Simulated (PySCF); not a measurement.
Fractional electron number in Pd²⁺ (palladium, charge +2)

The 4d beta orbital of [Kr] 4d8 is emptied in steps (occupation f), with all orbitals relaxed, ending at [Kr] 4d7. Computed with PySCF 2.14 in aug-cc-pVTZ-PP with ECP28MDF (6s6p5d3f2g, 88 functions), with a scalar-relativistic core potential. The exact energy is a straight line in f; departures are measured from the line between the end points of the same method.

Q: Among UHF, LDA, PBE, which shows the largest delocalisation error (convex curve), and which is closest to linear?

A: Most convex: LDA (-1.713 eV at f = 0.5); closest to linear: UHF (0.420 eV).

| f | UHF (eV) | LDA (eV) | PBE (eV) |
| --- | --- | --- | --- |
| 1 | 0.000 | 0.000 | 0.000 |
| 0.9 | 0.159 | -0.611 | -0.597 |
| 0.7 | 0.361 | -1.432 | -1.399 |
| 0.5 | 0.420 | -1.713 | -1.671 |
| 0.3 | 0.344 | -1.445 | -1.408 |
| 0.1 | 0.144 | -0.622 | -0.605 |
| 0 | 0.000 | 0.000 | 0.000 |

```csv
method,E(f=0) − E(f=1) (eV),−ε at f=1 (eV),−ε at f=0.5 (eV)
UHF,31.459,33.247,31.409
LDA,33.499,26.734,33.460
PBE,33.250,26.627,33.224
```

Reference removal energy between the ground levels: 32.93 eV (semi-empirical (NIST evaluation); NIST Atomic Spectra Database, ionization energies). The calculation has no spin-orbit coupling. The determinant left behind need not be the lowest term of the ion. UHF lacks correlation.
